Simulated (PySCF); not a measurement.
## Two-dimensional NMR puzzle

Compound of formula C$_{5}$H$_{8}$BFO$_{2}$. Correlations simulated from computed shifts and couplings:

HSQC (one-bond C–H):
| δH | δC | 1J(C,H) (Hz) |
| --- | --- | --- |
| 5.85 | 111.7 | 187 |
| 4.21 | 75.8 | 157 |
| 4.11 | 75.8 | 152 |
| 0.74 | 6.9 | 173 |
| 0.70 | 6.9 | 171 |
| 0.69 | 6.5 | 170 |
| 0.68 | 6.5 | 173 |
| 0.03 | -6.4 | 160 |

COSY cross peaks (|J| ≥ 2 Hz):
| δH | δH | abs. J (Hz) | bonds |
| --- | --- | --- | --- |
| 5.85 | 4.11 | 5.0 | 3 |
| 4.21 | 4.11 | 12.5 | 2 |
| 0.74 | 0.70 | 3.8 | 2 |
| 0.74 | 0.69 | 6.5 | 3 |
| 0.74 | 0.68 | 9.8 | 3 |
| 0.74 | 0.03 | 6.7 | 3 |
| 0.70 | 0.69 | 9.5 | 3 |
| 0.70 | 0.68 | 6.5 | 3 |
| 0.70 | 0.03 | 10.6 | 3 |
| 0.69 | 0.68 | 3.9 | 2 |
| 0.69 | 0.03 | 10.5 | 3 |
| 0.68 | 0.03 | 6.8 | 3 |

HMBC (two and three bonds, |J| ≥ 2.5 Hz):
| δH | δC [abs. J in Hz] |
| --- | --- |
| 5.85 | 75.8 [10.3] |
| 4.21 | 111.7 [4.9] |
| 4.11 | 111.7 [5.9] |

Non-relativistic Hamiltonian, in vacuum, single conformer. J couplings at B3LYP/pcJ-1 (spin–dipole term only in couplings to heteroatoms); PBE0-D3(BJ)/def2-SVP geometry; PBE0/pcSseg-1 with gauge-including orbitals; PySCF 2.14.0 with density-fitted response routines.

Scale: 1H and 13C vs TMS (reference shieldings calculated alike).

Exchangeable hydrogens are left out of these lists, and C,H couplings along chains are those of one rotamer, so weak HMBC peaks may be missing or extra.

Q: Which molecule is this?

A: SMILES F[C@@H]1COB(C2CC2)O1.

Structure with atom numbers: `[F:1][C@@H:2]1[CH2:3][O:4][B:5]([CH:6]2[CH2:7][CH2:8]2)[O:9]1`. Hydrogens are named by the atom that carries them. Ha(C7), Ha(C8) are cis to B5 on the ring; Ha(C3) is cis to F1 on the ring; Hb(C7), Hb(C8) are trans to B5 on the ring; Hb(C3) is trans to F1 on the ring.

1. δC 111.7 is C2, an sp3 CH bonded to F and O (δH 5.85).
2. δC 75.8 is C3, an sp3 CH2 bonded to O (δH 4.21, 4.11).
3. δC 6.9 is C7, a three-membered-ring carbon (δH 0.70, 0.74).
4. δC 6.5 is C8, a three-membered-ring carbon (δH 0.68, 0.69).
5. δC -6.4 is C6, a three-membered-ring carbon (δH 0.03).
6. COSY links 5.85–4.11, 4.21–4.11, 0.74–0.70, 0.74–0.69, 0.74–0.68, 0.74–0.03.

The data come from this structure; uniqueness wasn't tested.

A carbon bonded to boron is broadened by the quadrupolar boron nucleus and is often missing from a measured spectrum. Common functionals overestimate the size of one-bond C–F couplings by tens of Hz; these are unscaled. Unscaled 3J(H,H) at this level run about 10 % above measured values. Shifts are as computed. Against solution values, carbons near 30 ppm lie about +2 ppm off and those near 130 ppm about +5 ppm. Of 1313 compounds with measured shifts, 239 miss one by over three times the rms of a fit or turn the order of signals round; such compounds aren't used in these exercises. Only one conformer was computed, so three-bond couplings in flexible chains and rings are approximate.
